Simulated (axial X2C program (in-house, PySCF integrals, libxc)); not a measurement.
## Low determinants of MoH at the PBE0 level, without spin–orbit coupling

All values were computed with an in-house all-electron X2C program for linear molecules (integrals from PySCF). Spin-free means the one-electron spin-free X2C Hamiltonian. Basis: Mo dyall-cv3z [11s12p9d5f3g], H dyall-v3z [6s2p1d] (cores contracted in-house); Gaussian nuclei, density fitting, unrestricted open shells. Masses: Mo 97.905 u, H 1.008 u.

Search at 1.700 Å (vertical energies from the lowest determinant):

```csv
ΔE (eV),state,electrons beyond evenly filled partner blocks,"electrons in σ, π, δ, φ"
0.00,"M_S = 5/2, Λ = 0","σα, π+α, π-α, δ+α, δ-α",19 18 6 0
1.52,"M_S = 3/2, Λ = 0","σβ, π+α, π-α, δ+α, δ-α",19 18 6 0
2.15,"M_S = 3/2, Λ = 2","π+α, π-α, δ+α",20 18 5 0
2.56,"M_S = 5/2, Λ = 1","2 × σα, π+α, δ+α, δ-α",20 17 6 0
2.86,"M_S = 3/2, Λ = 3","σα, π+α, δ+α, δ+β, δ-α",19 17 7 0
2.86,"M_S = 3/2, Λ = 1","σα, π-α, δ+α, δ+β, δ-α",19 17 7 0
2.90,"M_S = 5/2, Λ = 2","2 × σα, π+α, π-α, δ+α",20 18 5 0
```

Lowest determinant, M_S = 5/2, Λ = 0 (beyond evenly filled blocks: σα, π+α, π-α, δ+α, δ-α): Re = 1.717 Å, ωe = 1758.7 cm⁻¹.

The determinant in row 2 of the search, M_S = 3/2, Λ = 0 (beyond evenly filled blocks: σβ, π+α, π-α, δ+α, δ-α), was followed along the bond at PBE0; measured from the minimum of the lowest determinant it gives:

Te = 1.521 eV (12267 cm⁻¹), Re = 1.692 Å, ωe = 1851.7 cm⁻¹.

Task: Compare the bond of the determinant in row 2 with that of the lowest one.

Result: At PBE0 its Re is 0.025 Å shorter and its force constant, which goes as ωe², is 1.11 times that of the lowest determinant. This determinant mixes spin states, so it has no term energy of its own.

The search compares states at one distance, so a state with another bond length can lie lower; it is not exhaustive and yields mostly the lowest determinant of each block pattern, so other components and higher states of one pattern are missing. These are energies of single determinants, not of spin-adapted states; PBE0 term energies can be off by some tenths of an eV, and the functional has no current term. Row 2 is spin-contaminated (⟨S²⟩ = 4.76 against 3.75), so its values are not those of a pure state.
